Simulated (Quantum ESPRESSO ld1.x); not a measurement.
The nuclear charge of neutral lanthanum is varied continuously with 57 electrons held in [Xe] 5d1 6s2. All-electron calculation, non-relativistic Kohn-Sham, LDA (Slater exchange, VWN5 correlation), spin-polarised, spherical densities, point nucleus; open shells are filled with parallel spins first; relativity is left out, which matters for an element this heavy. Program: ld1.x of Quantum ESPRESSO 7.5. By the Hellmann-Feynman theorem dE/dZ = E(electron-nucleus)/Z, the electronic potential at the nucleus.

Z      E (hartree)  E(electron-nucleus)/Z (hartree)  HOMO  e(HOMO) (eV)  <r> HOMO (bohr)
56.5    -8047.8822                         -337.460    5d        -0.724            3.316
56.75   -8132.4892                         -339.395    6s        -2.212            4.901
57      -8217.5793                         -341.325    6s        -3.462            4.615
57.25   -8303.1515                         -343.252    6s        -4.831            4.379
57.5    -8389.2051                         -345.176    6s        -6.306            4.179
57.75   -8475.7392                         -347.097    6s        -7.878            4.006
58      -8562.7534                         -349.016    6s        -9.542            3.854

The central difference of E at Z = 57 is -341.325 hartree, to compare with the third column; the second derivative is -7.71 hartree. No converged solution with all levels bound was reached at Z = 56, 56.25.
